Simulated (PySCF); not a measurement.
MgO, SMILES [O]=[Mg]. Atoms are numbered in the order given.

```xyz
2

Mg     0.0000     0.0000    -0.6963
O      0.0000     0.0000     1.0444
```
Charge 0, spin multiplicity 1.

The structure is a stationary point at B3LYP-D3(BJ)/def2-TZVPD.

Computed with PySCF with TDDFT-ωB97X/def2-TZVPD.

Vertical excitations; the highest root listed may be one member of a degenerate set. The molecule is in vacuum. State labels are in the subgroup C2v.

Task: Give excitation energies, oscillator strengths and character. (The exact figures need the calculation; the answer reports its results.)

Result: 
```
state  symmetry  energy (eV)  λ (nm)      f                                              main pairs
-----  --------  -----------  ------  -----  ------------------------------------------------------
S1           B1         0.82    1508  0.004                            HOMO−1→LUMO (degenerate set)
S2           B2         0.82    1508  0.004                              HOMO→LUMO (degenerate set)
S3           A1         2.78     446  0.147                                        HOMO−2→LUMO 85 %
S4           A2         4.46     278  0.000                    HOMO→LUMO+1 43 %, HOMO−1→LUMO+2 43 %
S5           A2         4.52     274  0.000             HOMO−1→LUMO+2, HOMO→LUMO+1 (degenerate set)
S6           A1         4.52     274  0.000             HOMO−1→LUMO+1, HOMO→LUMO+2 (degenerate set)
S7           B1         5.13     242  0.124                          HOMO−2→LUMO+1 (degenerate set)
S8           B2         5.13     242  0.124                          HOMO−2→LUMO+2 (degenerate set)
S9           A1         5.63     220  0.290  HOMO−1→LUMO+1 39 %, HOMO→LUMO+2 39 %, HOMO−2→LUMO 16 %
S10          B2         5.80     214  0.129                      HOMO→LUMO+4 50 %, HOMO→LUMO+3 40 %
T1           B1         0.44    2795      0                            HOMO−1→LUMO (degenerate set)
T2           B2         0.44    2795      0                              HOMO→LUMO (degenerate set)
T3           A1         0.84    1481      0                                        HOMO−2→LUMO 93 %
T4           A1         4.27     290      0                    HOMO→LUMO+2 42 %, HOMO−1→LUMO+1 42 %
```
Triplets are in the Tamm–Dancoff approximation, which puts them higher than full response would, so one can lie above its singlet here.
